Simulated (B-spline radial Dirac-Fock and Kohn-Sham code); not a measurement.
## K-line shifts caused by a second vacancy in Ti

System: the free titanium atom, [Ar] 3d2 4s2.

Input of the calculation (task.json; shells as n, l, electrons):

```json
{"items": [{
  "Z": 22,
  "q": 0,
  "cfg": [[1, 0, 2], [2, 0, 2], [2, 1, 6], [3, 0, 2], [3, 1, 6], [3, 2, 2], [4, 0, 2]],
  "A": 48,
  "rrms": 3.5921,
  "do": ["binding", "quiet", "double"]
}]}
```

Launch: `python xray_run.py task.json out`

Model: Dirac-Fock energy differences between relaxed states, corrected for Breit and QED terms. Program: a radial finite-basis atomic code. Each two-hole energy is an average over J within one jj subconfiguration, not an observable level; in light atoms, where LS coupling holds, the j-resolved values are not observed lines, and for a K spectator the Kα1 hypersatellite is nearly forbidden. No correlation.

Lines without a spectator: Kα2 (K-L2) 4503.9 eV, Kα1 (K-L3) 4509.5 eV, Kβ3 (K-M2) 4930.7 eV, Kβ1 (K-M3) 4931.3 eV. Shifts in eV with one spectator hole (a dash: not computed, or left out as unreliable):

| spectator hole | Kα2 | Kα1 | Kβ3 | Kβ1 |
| --- | --- | --- | --- | --- |
| K (1s) | +227.0 | +228.2 | +282.7 | +282.9 |
| L2 (2p1/2) | +19.20 | +23.65 | – | +57.1 |
| L3 (2p3/2) | +22.48 | +21.37 | +55.9 | – |
| M2 (3p1/2) | – | +1.31 | +4.17 | +5.40 |
| M3 (3p3/2) | +1.21 | – | +5.21 | +4.86 |

With n spectator holes in 2p, averaged over the 2p shell (energies in eV):

```csv
n,KαLⁿ,step,hypersatellite KαʰLⁿ
0,4507.6,–,4735.4
1,4529.8,+22.1,4758.8
2,4553.1,+23.3,4783.3
3,4577.6,+24.5,4809.1
4,4603.4,+25.8,4836.2
5,4630.4,+27.0,4864.4
```
